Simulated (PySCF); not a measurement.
Computed IR spectrum (relative IR intensity) of a molecule C4H9Al. Coordinates come from a PBE-D3(BJ)/def2-SVP optimisation. The values are those of a single conformer. Calculation: PBE-D3(BJ)/def2-SVP run with PySCF 2.14.0. Frequencies are harmonic and unscaled.

Lines under 2 % of the strongest are left out, and lines within 2 cm⁻¹ are merged.

| ν (cm⁻¹) | relative intensity |
|---|---|
| 315 | 4.5 |
| 343 | 2.8 |
| 506 | 34 |
| 547 | 9.8 |
| 563 | 13 |
| 626 | 11 |
| 710 | 100 |
| 905 | 6.2 |
| 929 | 3.5 |
| 957 | 11 |
| 963 | 5.7 |
| 995 | 8.3 |
| 1027 | 3.4 |
| 1370 | 4.4 |
| 1380 | 3.2 |
| 1433 | 2.5 |
| 1591 | 7.9 |
| 1850 | 98 |
| 2950 | 19 |
| 2952 | 3.2 |
| 3006 | 2.4 |
| 3020 | 10 |
| 3025 | 9.9 |
| 3039 | 11 |
| 3043 | 4.4 |
| 3105 | 7.8 |

Which molecule gave these data?
A. C=C[CH2][AlH][CH3]
B. C=[CH][Al]([CH3])[CH3]
C. C=[CH][AlH][CH2]C

C, C=[CH][AlH][CH2]C
